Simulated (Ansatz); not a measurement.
Consider the ligand exchange at a B–C bond: `BCC(C)C` + `C[Si](O)(O)O` → `BO[Si](C)(O)O` + `CC(C)C`.

Program: Ansatz. Geometries: PBE0-D4/def2-TZVP. ΔE: electronic, gas phase. CBS: MP2 limit from def2 TZ/QZ plus the TZ coupled-cluster correction, frozen cores. Functionals use def2-TZVPP. One conformer a species, not always the lowest.

Problem. Is it downhill or uphill in electronic energy at CCSD(T)/CBS, and by how much? (Best estimate.)

Solution. The calculation gave: Downhill: ΔE = -1.42 eV.

Problem. What do these levels give: ωB97X-V, PBE0, CCSD/def2-TZVPP, CCSD(T)/def2-TZVPP, HF/def2-QZVPP, MP2/CBS(def2)? (Estimate.)

Solution. Ansatz gave: ωB97X-V -1.42, PBE0 -1.39, CCSD/def2-TZVPP -1.45, CCSD(T)/def2-TZVPP -1.44, HF/def2-QZVPP -1.55, MP2/CBS(def2) -1.41 eV.

Largest T1 diagnostic among the species: 0.012.

In def2-TZVPP, CCSD(T) changes the Hartree–Fock value by +0.10 eV (the triples alone add +0.00 eV) and MP2 by +0.10 eV.
